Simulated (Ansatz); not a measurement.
An input meant for In₁₂N₁₂⁺ (charge 1, doublet; scaled by 1.05; with a point charge).

```yaml
crystal:
  periodic: [false, false, false]
  atoms:
    - {symbol: In, position_ang: [-3.573814, 1.181607, -0.420230]}
    - {symbol: In, position_ang: [-1.123458, -1.438395, 2.529013]}
    - {symbol: In, position_ang: [0.906401, -3.315500, 0.120118]}
    - {symbol: In, position_ang: [-1.271659, 1.260947, -3.315673]}
    - {symbol: In, position_ang: [1.062671, -1.067458, -2.844567]}
    - {symbol: In, position_ang: [-1.847830, -1.371102, -1.140811]}
    - {symbol: In, position_ang: [-1.641519, 1.659482, 2.015462]}
    - {symbol: In, position_ang: [2.334144, -2.348301, 2.713443]}
    - {symbol: In, position_ang: [1.354921, 1.875435, -1.076024]}
    - {symbol: In, position_ang: [-1.172394, 3.668499, -0.377132]}
    - {symbol: In, position_ang: [3.331341, -0.895034, 0.141897]}
    - {symbol: In, position_ang: [1.435708, 1.135454, 2.560873]}
    - {symbol: N, position_ang: [-2.401513, -0.472343, 0.888492]}
    - {symbol: Xx, position_ang: [-3.044153, 0.196531, -2.323080]}
    - {symbol: N, position_ang: [-3.016043, 2.996730, 0.816591]}
    - {symbol: N, position_ang: [-0.143380, -2.678808, -1.707994]}
    - {symbol: N, position_ang: [0.225441, -3.150066, 2.321050]}
    - {symbol: N, position_ang: [3.100825, -3.098463, 0.630575]}
    - {symbol: N, position_ang: [0.046087, -0.049998, -4.483595]}
    - {symbol: N, position_ang: [-0.229535, 2.999941, -2.272151]}
    - {symbol: N, position_ang: [2.615766, 0.150347, -1.659791]}
    - {symbol: N, position_ang: [-0.551413, 0.527317, 3.573877]}
    - {symbol: N, position_ang: [3.127293, -0.239131, 2.350208]}
    - {symbol: N, position_ang: [0.476113, 2.472307, 0.959448]}
basis:
  gaussian: {orbitals: def2-SVP, fitting: {mean_field: def2-universal-jkfit}, point_charges: [{charge: 1.00, position_ang: [6.372, -0.909, 0.218]}]}
total_charge: 1
magnetization: {spin_polarized: true, initial_magnetization: 1}
hamiltonian: {xc: {name: B97}}
output: {forces: true}
```

```sh
$ ansatz run in.yaml --threads 2 --pin off --events-out ev --progress --plain --max-ram 22528MiB --backend cuda --devices 0, --max-vram 18GiB
```

It prints (some lines left out):

```
Error: YAML parse error: error: line 17 column 16: `Xx` is not an element symbol (H … Og, case-exact)
15 |     - {symbol: In, position_ang: [1.435708, 1.135454, 2.560873]}
16 |     - {symbol: N, position_ang: [-2.401513, -0.472343, 0.888492]}
17 |     - {symbol: Xx, position_ang: [-3.044153, 0.196531, -2.323080]}
18 |     - {symbol: N, position_ang: [-3.016043, 2.996730, 0.816591]}
19 |     - {symbol: N, position_ang: [-0.143380, -2.678808, -1.707994]}
```

Problem. What is wrong with this run?

Solution. An element symbol is wrong. The input was rejected before any iteration.
